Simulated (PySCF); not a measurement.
Screening by computed properties: pick the candidate that meets the target.

Species are written as SMILES; each is one conformer at its optimised geometry, gas phase, non-relativistic unless stated; the electronic structure was computed with PySCF and density fitting.

The conformers computed, where there is a choice (atom-mapped SMILES and torsion angles):
- `[CH3:1][C@@:2]([CH:3]=[O:4])([CH2:5][C:6]#[N:7])[CH2:8][CH2:9][SiH3:10]`: C1–C2–C3–O4 119°, C1–C2–C5–C6 69°, C1–C2–C8–C9 180°, C2–C8–C9–Si10 -173°
- `[CH3:1][O:2][SiH2:3][O:4]/[C:5](=[CH:6]/[F:7])[O:8][CH3:9]`: C1–O2–Si3–O4 56°, O2–Si3–O4–C5 172°, Si3–O4–C5–C6 179°, O4–C5–O8–C9 180°
- `[CH3:1][C:2](=[O:3])[CH2:4][O:5][CH2:6][Si@H:7]([CH3:8])[SiH3:9]`: C1–C2–C4–O5 40°, C2–C4–O5–C6 75°, C4–O5–C6–Si7 -178°, O5–C6–Si7–C8 -53°
- `[CH3:1][CH2:2][Si@H:3]([CH3:4])/[CH:5]=[C:6](\[C:7]#[N:8])[O:9][CH3:10]`: C1–C2–Si3–C4 174°, C2–Si3–C5–C6 59°, C5–C6–O9–C10 180°

(1) Wanted: dipole moment below 1.4 D (PBE0/pcSseg-1) and HOMO–LUMO gap above 7 eV (PBE0/pcSseg-1), at GFN2-xTB geometries. Which candidate meets both?
A. `CO[SiH2]O/C(=C/F)OC`
B. `CC(=O)COC[Si@H](C)[SiH3]`
C. `C(/C#N)(OC)=C/[Si@@H](C)CC`
D. `C[C@@](C=O)(CC#N)CC[SiH3]`

Answers

(1) A. Computed values:
```
                   species  dipole moment  HOMO–LUMO gap
       CO[SiH2]O/C(=C/F)OC         1.15 D        7.35 eV
C(/C#N)(OC)=C/[Si@@H](C)CC         1.66 D        5.54 eV
  CC(=O)COC[Si@H](C)[SiH3]         2.07 D        6.37 eV
 C[C@@](C=O)(CC#N)CC[SiH3]         2.93 D        6.74 eV
```
